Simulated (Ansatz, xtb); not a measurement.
GeH5SbSi2: which of two structures lies lower

We compare I, a singlet given by its coordinates, with II, a singlet given by its coordinates. Both are isolated molecules in the gas phase, relaxed with PBE0-D3(BJ)/def2-SVP.

I (Å):

```xyz
9

Ge    0.7753   -4.1606   -0.4457
Sb   -1.8169   -3.1148   -0.7959
Si    0.1382   -1.5994   -1.2817
Si   -0.4799   -3.1619    1.3971
H     0.3687   -0.4227   -0.3923
H     0.4492   -1.2851   -2.7059
H     1.4240   -2.4696   -0.8392
H    -1.0449   -4.1278    2.3855
H    -0.1554   -1.8463    2.0281
```

Close contacts (Å): Ge1–Sb2 2.82, Ge1–Si3 2.77, Ge1–Si4 2.44, Sb2–Si3 2.52, Sb2–Si4 2.57, Ge1–H7 1.85, Si3–H5 1.49, Si3–H6 1.49, Si3–H7 1.61, Si4–H8 1.49, Si4–H9 1.49.

II (Å):

```yaml
atoms:
  - { symbol: Ge, position_ang: [1.2025, -2.7391, 0.0230] }
  - { symbol: Sb, position_ang: [-0.9305, -0.8902, 0.5505] }
  - { symbol: Si, position_ang: [-0.1314, -1.8141, -1.6834] }
  - { symbol: Si, position_ang: [-0.6567, -3.2885, 1.3602] }
  - { symbol: H, position_ang: [0.4764, -0.7853, -2.5762] }
  - { symbol: H, position_ang: [-0.8961, -2.8275, -2.4683] }
  - { symbol: H, position_ang: [2.4902, -2.0894, 0.5605] }
  - { symbol: H, position_ang: [-1.4655, -4.4260, 0.8315] }
  - { symbol: H, position_ang: [-0.4573, -3.4061, 2.8338] }
```

Close contacts (Å): Ge1–Sb2 2.87, Ge1–Si3 2.36, Ge1–Si4 2.36, Sb2–Si3 2.55, Sb2–Si4 2.55, Ge1–H7 1.54, Si3–H5 1.49, Si3–H6 1.49, Si4–H8 1.49, Si4–H9 1.49.

Energies in hartree; the thermal terms are from PBE0-D3(BJ)/def2-SVP harmonic frequencies (ideal gas, rigid rotor, one conformer each, 400 K, 1 atm) and include the zero-point energy:

```
                               I            II
E, CCSD(T)/def2-SVP  −2895.539906  −2895.550507
    E, MP2/def2-SVP  −2895.474085  −2895.488073
  E, MP2/def2-TZVPP  −2896.263404  −2896.274204
  zero-point energy      0.042523      0.042570
       H(400 K) − E      0.055910      0.056119
       G(400 K) − E     −0.006092     −0.006121
```

Task: Correct the CCSD(T) difference for the basis set by the MP2 change, then work out ΔE, ΔE₀, ΔH and ΔG for I → II in kJ/mol (1 Eh = 2625.50 kJ/mol) and the equilibrium ratio [II]/[I].

Result: 1. Differences II − I: CCSD(T) −0.010601, MP2 in the small set −0.013988, MP2 in the large set −0.010800 Eh.
2. ΔE = −0.010601 + (−0.010800 − (−0.013988)) = −0.007413 Eh = −19.46 kJ/mol.
3. ΔE₀ = ΔE + ΔZPE = −0.007413 + (+0.000047) Eh = −19.34 kJ/mol.
4. ΔH = ΔE + (+0.000209) Eh = −18.91 kJ/mol.
5. ΔG = ΔE + (−0.000029) Eh = −19.54 kJ/mol, so ΔS = (ΔH − ΔG)/T = +1.6 J/(mol K).
6. kT = 1.2667 mEh, so K = [II]/[I] = exp(−ΔG/kT) = exp(+5.87) ≈ 360.

Structure II is favoured at this temperature. An error of 4 kJ/mol in ΔG would change K by a factor of 3.3. Mirror images and further conformers aren't counted.

Other levels gave ΔE = −16.9 (PBE0-D3(BJ)/def2-SVP); −30.4 (HF/def2-SVP); −36.7 (MP2/def2-SVP); −27.8 (CCSD(T)/def2-SVP) kJ/mol. The correlated steps freeze 23 core orbitals; the filled d shell of Ge and Sb is correlated, in a basis made for valence electrons. Atoms past krypton carry core potentials in the def2 sets, without spin–orbit terms. Programs: Ansatz 0.2.0.
